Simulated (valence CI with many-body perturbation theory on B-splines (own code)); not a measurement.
**Xe²³⁺: electric-dipole lines**

Level of theory: valence CI with perturbative core correlation (CI+MBPT): three valence electrons over a frozen Dirac-Fock core [Ar] 3d10, radial functions for each j: 11 s, 11 p, 10 d, 8 f, 5 g, 2 h, with the one-electron correlation potential Σ1 (screened to all orders), the two-electron term Σ2, the three-electron term Σ3, Breit, model QED; selected single and double excitations, second order for the rest, scaled by the run's own slope (own B-spline code, finite nucleus).

No measured spectrum was set against this ion. As an estimate, levels hold to about 250 cm⁻¹ or 0.2 % of their energy and the worst to 1 %, as in measured heavy ions of charge 2 to 7; those with d or f electrons hold less well.

Lines 51 to 100 of 575 in falling wavelength, among levels below 2780700 cm⁻¹, chosen from the strongest by gf and those to the six lowest levels. Wavelengths and rates use the calculated energies, so an error of 2000 cm⁻¹ moves a line at 19.24 nm by 0.38 % and its rate by three times that or more. Electric multipoles are in the length gauge, E1 and E2 with the static RPA response of the core. Weak lines are less certain than strong ones. Lines between different terms over intervals too small for the method are left out, as are lines whose strength nearly cancels. Where a level lies close to another of its J and parity, the split of strength between their lines is uncertain. The highest levels of a list are the least certain.

Names give the largest LS component (configuration and term), which can be under half, so a name can repeat, a term be missing and a line seem to break the LS rules; names also repeat where a configuration has a term twice. Letters in brackets count levels of one name in rising energy.

```
λ vac (nm)                 Upper                 Lower   A (s⁻¹)  S (a.u.) with core polarisation  S without
     19.24         4s.4p2 2D_5/2        4s2.4p 2P°_3/2  8.88e+09                         1.87e-01   2.04e-01
     19.19       4p3 2P°_3/2 [b]         4s.4p2 2P_3/2  2.79e+10                         3.89e-01   4.23e-01
     19.10    4p.4d2 2F°_7/2 [c]         4s.4d2 2F_7/2  8.40e+09                         2.31e-01   2.51e-01
     19.07        4p.4d2 2G°_9/2         4s.4d2 2F_7/2  1.65e+10                         5.66e-01   6.15e-01
     18.99         4s.4d2 2F_7/2        4s2.4f 2F°_7/2  7.08e+09                         1.91e-01   2.08e-01
     18.95       4p2.4f 4G°_11/2       4s.4p.4f 4F_9/2  8.47e+09                         3.41e-01   3.70e-01
     18.90   4p2.4f 2H°_11/2 [b]   4s.4p.4f 2G_9/2 [a]  1.07e+10                         4.29e-01   4.62e-01
     18.89       4p.4d2 4G°_11/2         4s.4d2 4F_9/2  1.66e+10                         6.63e-01   7.21e-01
     18.87           4p3 4S°_3/2         4s.4p2 2D_3/2  3.82e+09                         5.06e-02   5.50e-02
     18.81    4p2.4f 2G°_9/2 [b]         4s.4d2 2G_9/2  9.30e+09                         3.06e-01   3.32e-01
     18.71    4p.4d2 2G°_7/2 [b]   4s.4p.4f 2D_5/2 [a]  7.10e+09                         1.84e-01   1.99e-01
     18.66           4p3 2D°_5/2         4s.4p2 2D_3/2  7.73e+09                         1.49e-01   1.62e-01
     18.63     4p2.4d 2F_7/2 [b]  4s.4p.4d 2F°_7/2 [a]  7.20e+09                         1.84e-01   2.00e-01
     18.58    4p.4d2 2P°_3/2 [b]         4s.4d2 2P_1/2  1.44e+10                         1.83e-01   1.99e-01
     18.49     4p2.4d 2D_5/2 [e]  4s.4p.4d 2D°_5/2 [b]  2.47e+10                         4.62e-01   5.03e-01
     18.48         4p2.4d 4D_7/2  4s.4p.4d 2D°_5/2 [a]  1.61e+10                         4.01e-01   4.37e-01
     18.47        4p2.4f 2H°_9/2         4s.4d2 2G_7/2  8.79e+09                         2.73e-01   2.96e-01
     18.37         4p2.4d 2G_7/2  4s.4p.4d 2F°_5/2 [a]  1.22e+10                         2.99e-01   3.25e-01
     18.34  4s.4p.4d 2F°_7/2 [a]         4s2.4d 2D_5/2  1.53e+10                         3.73e-01   4.06e-01
     18.25       4p2.4f 4G°_11/2      4s.4p.4f 4G_11/2  2.30e+10                         8.29e-01   8.99e-01
     18.24         4p2.4d 4F_7/2      4s.4p.4d 4P°_5/2  2.31e+10                         5.53e-01   6.02e-01
     18.22  4s.4p.4d 2D°_3/2 [b]         4s2.4d 2D_3/2  1.98e+10                         2.36e-01   2.57e-01
     18.08    4p.4d2 4G°_9/2 [b]         4s.4d2 4F_9/2  7.93e+09                         2.32e-01   2.51e-01
     18.03        4p2.4f 4F°_9/2   4s.4p.4f 2F_7/2 [a]  1.54e+10                         4.45e-01   4.82e-01
     18.00   4p2.4f 2H°_11/2 [a]       4s.4p.4f 4G_9/2  2.63e+10                         9.07e-01   9.83e-01
     17.92    4p.4d2 2G°_7/2 [b]         4s.4d2 2F_5/2  1.55e+10                         3.53e-01   3.84e-01
     17.90     4p2.4d 2D_3/2 [c]  4s.4p.4d 2P°_1/2 [b]  1.53e+10                         1.73e-01   1.89e-01
     17.90    4p.4d2 2F°_7/2 [c]       4s.4p.4f 4D_5/2  1.77e+10                         4.00e-01   4.34e-01
     17.85     4p2.4d 2D_5/2 [b]  4s.4p.4d 2D°_3/2 [a]  1.71e+10                         2.88e-01   3.14e-01
     17.80    4p.4d2 4G°_9/2 [b]         4s.4d2 4F_7/2  1.42e+10                         3.96e-01   4.30e-01
     17.77       4s.4p.4f 4G_9/2  4s.4p.4d 2F°_7/2 [b]  7.11e+09                         1.97e-01   2.15e-01
     17.74         4p2.4d 2F_5/2      4s.4p.4d 4F°_5/2  1.33e+10                         2.19e-01   2.38e-01
     17.72    4p2.4f 2G°_9/2 [a]       4s.4p.4f 4D_7/2  2.69e+10                         7.38e-01   7.99e-01
     17.70  4s.4p.4d 2F°_7/2 [b]         4s2.4d 2D_5/2  3.45e+10                         7.55e-01   8.21e-01
     17.66   4s.4p.4f 2G_9/2 [a]        4s2.4f 2F°_7/2  2.28e+10                         6.21e-01   6.73e-01
     17.64    4p.4d2 4D°_7/2 [c]         4s.4d2 4P_5/2  1.21e+10                         2.62e-01   2.85e-01
     17.62        4p2.4f 4G°_9/2       4s.4p.4f 4G_9/2  1.33e+10                         3.59e-01   3.90e-01
     17.54       4p2.4f 4G°_11/2         4s.4d2 2G_9/2  2.37e+10                         7.57e-01   8.23e-01
     17.48         4p2.4d 4D_7/2      4s.4p.4d 4D°_7/2  9.57e+09                         2.02e-01   2.19e-01
     17.46         4p2.4d 2G_9/2      4s.4p.4d 4F°_7/2  1.46e+10                         3.84e-01   4.17e-01
     17.25     4p2.4d 2F_7/2 [a]      4s.4p.4d 4F°_5/2  1.24e+10                         2.52e-01   2.74e-01
     17.24    4p2.4f 2D°_5/2 [a]       4s.4p.4f 4F_3/2  1.05e+10                         1.59e-01   1.72e-01
     17.22    4p.4d2 2G°_7/2 [a]       4s.4p.4f 2F_5/2  2.57e+10                         5.18e-01   5.60e-01
     17.19        4p2.4f 4F°_9/2       4s.4p.4f 4F_9/2  1.31e+10                         3.28e-01   3.56e-01
     17.13    4p.4d2 2F°_7/2 [b]         4s.4d2 2G_9/2  1.80e+10                         3.58e-01   3.88e-01
     17.13        4p2.4f 4G°_9/2       4s.4p.4f 4G_7/2  2.65e+10                         6.57e-01   7.11e-01
     17.11         4s.4p2 2D_3/2        4s2.4p 2P°_1/2  3.59e+10                         3.55e-01   3.85e-01
     17.10        4p2.4f 2F°_7/2       4s.4p.4f 4F_5/2  8.32e+09                         1.64e-01   1.78e-01
     17.10         4p2.4d 4D_5/2      4s.4p.4d 4F°_7/2  1.41e+10                         2.08e-01   2.26e-01
     17.08    4p2.4f 2G°_9/2 [b]   4s.4p.4f 2G_7/2 [a]  3.34e+10                         8.21e-01   8.87e-01
```
